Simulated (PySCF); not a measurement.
**Bond length, frequency and bond energy of TlC by level of theory**

State: ⁴Σ⁻ (quartet), unpaired electrons σ ↑, π ↑↑. Set-up: Tl def2-SVPD with ECP60, C def2-SVPD; scalar-relativistic core potentials (PySCF 2.14). De refers to Tl + C in their high-spin ground configurations, without counterpoise correction. The functionals are run spin-unrestricted. A positive dipole means Tl(−)C(+).

```json
{"Level": "UHF", "Re (Å)": "2.346", "ωe (cm⁻¹)": "424", "De (eV)": "1.77", "μ (D)": "-3.76"}
{"Level": "UHF-MP2", "Re (Å)": "2.319", "ωe (cm⁻¹)": "431", "De (eV)": "2.52", "μ (D)": "n/a"}
{"Level": "UHF-SCS-MP2", "Re (Å)": "2.327", "ωe (cm⁻¹)": "427", "De (eV)": "2.24", "μ (D)": "n/a"}
{"Level": "UHF-CCSD", "Re (Å)": "2.326", "ωe (cm⁻¹)": "421", "De (eV)": "2.37", "μ (D)": "n/a"}
{"Level": "UHF-CCSD(T)", "Re (Å)": "2.326", "ωe (cm⁻¹)": "419", "De (eV)": "2.46", "μ (D)": "n/a"}
{"Level": "PBE", "Re (Å)": "2.315", "ωe (cm⁻¹)": "403", "De (eV)": "3.04", "μ (D)": "-3.14"}
{"Level": "BP86", "Re (Å)": "2.316", "ωe (cm⁻¹)": "402", "De (eV)": "2.96", "μ (D)": "-3.12"}
{"Level": "r²SCAN", "Re (Å)": "2.302", "ωe (cm⁻¹)": "423", "De (eV)": "2.90", "μ (D)": "-3.21"}
{"Level": "TPSSh", "Re (Å)": "2.316", "ωe (cm⁻¹)": "416", "De (eV)": "2.84", "μ (D)": "-3.32"}
{"Level": "B3LYP", "Re (Å)": "2.325", "ωe (cm⁻¹)": "407", "De (eV)": "2.61", "μ (D)": "-3.40"}
{"Level": "PBE0", "Re (Å)": "2.300", "ωe (cm⁻¹)": "424", "De (eV)": "2.80", "μ (D)": "-3.36"}
{"Level": "ωB97X", "Re (Å)": "2.302", "ωe (cm⁻¹)": "434", "De (eV)": "2.75", "μ (D)": "-3.57"}
```

Task: Which functional lies closest to UHF-CCSD(T) in De, which farthest, and by how much do they differ from it?

Result: Closest is B3LYP (-0.1 pm in Re, -2.9 % in ωe, +0.15 eV in De against UHF-CCSD(T) in the same basis), farthest PBE (-1.1 pm in Re, -3.8 % in ωe, +0.58 eV in De). CCSD(T) converges more slowly with the basis than the functionals do and binds too weakly in this one, so the order can change at the basis-set limit.

Task: What does a quarter of exact exchange do here, going from PBE to PBE0?

Result: PBE0 less PBE: -1.5 pm in Re, +5.2 % in ωe, -0.24 eV in De. Exact exchange removes part of the self-interaction that spreads semilocal densities, and in most molecules shortens and stiffens the bond and lowers De; so it does here.

Task: What does second-order correlation do here, going from UHF to UHF-MP2?

Result: UHF-MP2 less UHF: -2.7 pm in Re, +1.7 % in ωe, +0.75 eV in De. Correlation nearly always deepens the well. The bond shortens, as in weak, metallic or heavy-atom bonds, where dispersion and the correlation of outer-core electrons pull the atoms together.

Correlated steps freeze 5 core orbitals. Correlated levels converge slowly with the basis: in double zeta they bind strong bonds too weakly, by up to about 1 eV, and carry superposition errors of some tenths. These are scalar-relativistic numbers at best; spin–orbit coupling would shift them, the dissociation energy most. The state is the lowest determinant that a PBE0 search found; another state may lie lower at other levels.

The whole job (state search and all levels along the bond) took about 2.6 min on 1 thread of Oxide Virtual Turin-like (shared host), peak memory 0.63 GiB.
